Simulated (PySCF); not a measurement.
H7NO2Si2, SMILES N[Si@H](O)O[SiH3].

The structure is a stationary point at PBE0-D3(BJ)/def2-SVP. The structure was generated by enumeration; whether it is a known compound was not checked. Other conformers were not sampled.

Computed with SMD-ωB97X/6-31G* in PySCF.

Solvation free energies are E(SMD) − E(gas) at the gas-phase geometry, for 1 M in both phases. In vacuum the dipole moment is 2.31 D.

| solvent | ΔG(solv) (kcal/mol) | its non-electrostatic (CDS) part | dipole (D) |
|---|---|---|---|
| water | -5.2 | 4.2 | 2.85 |
| acetonitrile | -5.6 | 0.7 | 2.74 |
| chlorobenzene | -4.2 | 0.3 | 2.62 |
